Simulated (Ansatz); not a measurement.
Calculated with Ansatz (gas phase, PBE0-D4/def2-TZVP geometries, no zero-point term in ΔE). CCSD(T)/CBS adds triple-zeta CCSD(T) − MP2 to the extrapolated MP2 energy (def2 sets, frozen cores). Functionals use def2-TZVPP. One conformer a species, not always the lowest.

Consider the cleavage of the B–Si bond: `CB[SiH2]BC` + CH₃NH₂ → `CBNC` + `CB[SiH3]`.

| level | ΔE (eV) |
| --- | --- |
| r2SCAN-D4 | -1.67 |
| CCSD(T)/def2-TZVPP | -1.73 |

What does CCSD(T)/CBS give? (Best estimate.)

Ansatz gave: -1.70 eV. The listed levels differ from it by 0.03, -0.03 eV.

Largest T1 diagnostic among the species: 0.013.

From PBE to PBE0 (25 % exact exchange), in def2-TZVPP and without D4, ΔE moves by −0.04 eV.
